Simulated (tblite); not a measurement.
Species: C₅H₃FOS.
Atom-mapped SMILES: `[O:1]=[C:2]([F:3])[c:4]1[cH:5][cH:6][s:7][cH:8]1` (hydrogens: H9 on C5; H10 on C6; H11 on C8)

Cartesian coordinates in Å at the GFN2-xTB level; atoms count from 1:
```xyz
11
C5H3FOS angstrom
O      2.069   -1.655    0.499
C      1.739   -0.577    0.137
F      2.706    0.333   -0.213
C      0.409   -0.020   -0.010
C     -0.772   -0.759    0.290
C     -1.894   -0.036    0.078
S     -1.545    1.556   -0.490
C      0.129    1.252   -0.443
H     -0.750   -1.773    0.643
H     -2.915   -0.331    0.217
H      0.829    2.011   -0.733
```

Method: GFN2-xTB as coded in tblite; computed harmonic values from a numerical Hessian at the method's own geometry, unscaled. The method is semi-empirical: single wavenumbers can be off by several per cent or more. One conformer, not necessarily the lowest.

Harmonic wavenumbers (cm⁻¹): 68.7, 154.9, 162.1, 372.3, 411.2, 475.7, 530.7, 602.6, 662.3, 696.6, 759.2, 777.5, 813.5, 846.4, 880.4, 893.8, 997.1, 1070.8, 1136.2, 1180.0, 1376.0, 1453.6, 1531.2, 1829.3, 3148.8, 3166.8, 3172.5.

A = 4425, B = 1167, C = 923.3 MHz; mass 129.989 u (most abundant isotopes); point group Cs, symmetry number 1.

Q: What is the zero-point energy?

A: Half the sum of the wavenumbers: 14585 cm⁻¹ = 41.70 kcal/mol.

Q: Give the ideal-gas entropy at 350 K and 1 bar in the rigid-rotor, harmonic-oscillator model (classical rotation).

A: Translation 41.32, rotation 29.08, vibration 18.52: S = 88.9 cal/(mol K).

Q: And Cp and H(350 K) − H(0)?

A: Cp = 30.54 cal/(mol K), of which vibrations give 22.60 (their classical limit is 27 R = 53.7); H(350 K) − H(0) = 6.43 kcal/mol without the zero-point energy, 3.65 from vibrations.

Q: Which modes carry the vibrational entropy at 350 K?

A: 68.7 cm⁻¹: 4.51; 154.9 cm⁻¹: 2.92; 162.1 cm⁻¹: 2.83; 372.3 cm⁻¹: 1.32; 411.2 cm⁻¹: 1.16; 475.7 cm⁻¹: 0.94 cal/(mol K); the other 21 give 4.83 together.

Q: What must be added to the electronic energy to get the Gibbs energy at 350 K and 1 bar?

A: ZPE + [H(350 K) − H(0)] − T·S = 41.70 + 6.43 − 31.12 = 17.01 kcal/mol.

Q: How do the functions run with temperature in this model?

A: 
```csv
T (K),S (cal/(mol K)),Cp (cal/(mol K)),H − H(0) (kcal/mol),G − H(0) (kcal/mol),ln q(vib)
100,64.1,13.1,1.03,-5.39,0.69
200,75.1,19.7,2.64,-12.37,1.94
300,84.5,27.2,4.99,-20.36,3.33
500,101.2,38.5,11.65,-38.97,6.37
800,121.5,47.5,24.71,-72.52,10.88
1000,132.5,50.9,34.56,-97.96,13.67
```

q(vib) and H(0) count from the zero-point level.

Hindered rotation and anharmonicity are outside this model. Other conformers, if any are populated, would add a mixing term that is left out.

Time: 0.23 s wall. Hardware: one thread of an Arm Neoverse V2, no GPU, on a shared host. The figure is for the frequency step alone.
